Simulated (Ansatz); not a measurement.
The cluster Mn3⁺. The state is a multiplicity 13 with charge 1. Geometry relaxed at PBE-D4/def2-TZVP.

```xyz
3

Mn    0.711    0.601    1.128
Mn    0.046   -1.447   -0.206
Mn   -0.756    0.846   -0.922
```

The charge 1 multiplicity 13 is spin-contaminated (final ⟨S²⟩ up to 42.26, 42.00 for a pure state). The structure comes from a short search, and lower isomers may exist.

Q: Estimate the harmonic wavenumbers at UKS PBE-D4/def2-TZVP (Ansatz, unscaled). Is this a minimum?

A: 142, 143, 272 cm⁻¹. Yes, no mode is imaginary beyond noise. Zero-point energy 3.3 kJ/mol. Run time 19 s (4 threads of Arm Neoverse V2 on a shared host).
